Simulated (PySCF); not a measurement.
Species: C4H11NO2Si.
Bonds: C1–C2, C2–O3 (double), C2–O4, O4–Si5, Si5–N6, N6–C7, N6–C8. Hydrogens: H9, H10, H11 on C1; H12, H13 on Si5; H14, H15, H16 on C7; H17, H18, H19 on C8.

Torsions of this conformer, `[CH3:1][C:2](=[O:3])[O:4][SiH2:5][N:6]([CH3:7])[CH3:8]`: C1–C2–O4–Si5 180°, C2–O4–Si5–N6 -179°, O4–Si5–N6–C7 -82°.

The closed-shell ground state was solved at several levels (PySCF, density fitting, gas phase, non-relativistic). The structure is a single PBE0-D3(BJ)/def2-SVP conformer in the gas phase; no vibrational or solvent corrections.

| level | basis functions | HOMO (eV) | LUMO (eV) | gap (eV) | dipole (D) |
| --- | --- | --- | --- | --- | --- |
| CAM-B3LYP/def2-SVPD | 258 | -8.11 | 1.04 | 9.15 | 2.80 |
| KT3/pcSseg-1 | 198 | -5.52 | -0.76 | 4.76 | 2.72 |

Problem. What might PBE0/pcSseg-1 (198 basis functions) give for the same quantities?

Solution. HOMO -6.72 eV, LUMO 0.29 eV, gap 7.01 eV, dipole 2.86 D.

Problem. Over all these levels, which gives the widest orbital gap and which the narrowest?

Solution. CAM-B3LYP/def2-SVPD (range-separated hybrid) has the widest, 9.15 eV, and KT3/pcSseg-1 (GGA) the narrowest, 4.76 eV. Functional and basis both differ between the two, so the spread mixes both effects.

Problem. How far do the dipole and the HOMO energy spread over the levels?

Solution. The dipole runs from 2.72 to 2.86 D (mean 2.79 D) and the HOMO from -8.11 to -5.52 eV.
